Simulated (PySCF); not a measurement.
SMILES [SiH3]OCCc1cccs1 (C₆H₁₀OSSi) (GFN2-xTB optimised geometry):

```
19

Si    -1.099    -0.866     3.537
O     -1.879    -1.749     2.425
C     -1.394    -2.579     1.418
C     -1.436    -1.885     0.047
C     -0.515    -0.715     0.000
C      0.846    -0.715     0.000
C      1.402     0.584     0.000
C      0.454     1.554     0.001
S     -1.136     0.901     0.001
H     -0.270    -1.731     4.384
H     -0.212     0.150     2.963
H     -2.253    -0.306     4.217
H     -2.036    -3.468     1.389
H     -0.368    -2.898     1.635
H     -2.459    -1.555    -0.141
H     -1.156    -2.618    -0.714
H      1.437    -1.614    -0.006
H      2.459     0.781    -0.001
H      0.587     2.618    -0.001
```

Computed with PBE0/def2-SVP (PySCF).

### Question
What are the frontier orbital energies and the dipole moment?

### Answer
HOMO-2 -7.97 eV, HOMO-1 -7.24 eV, HOMO -6.62 eV, LUMO -0.26 eV, LUMO+1 0.93 eV; dipole moment 1.46 D.

Meta-Löwdin charges at PBE0/def2-SVP: Si1 0.74, O2 -0.61, C3 0.05, C4 -0.19, C5 -0.10, C6 -0.16, C7 -0.13, C8 -0.24, S9 0.25, H10 -0.13, H11 -0.12, H12 -0.11, H13 0.10, H14 0.08, H15 0.11, H16 0.11, H17 0.11, H18 0.12, H19 0.13.
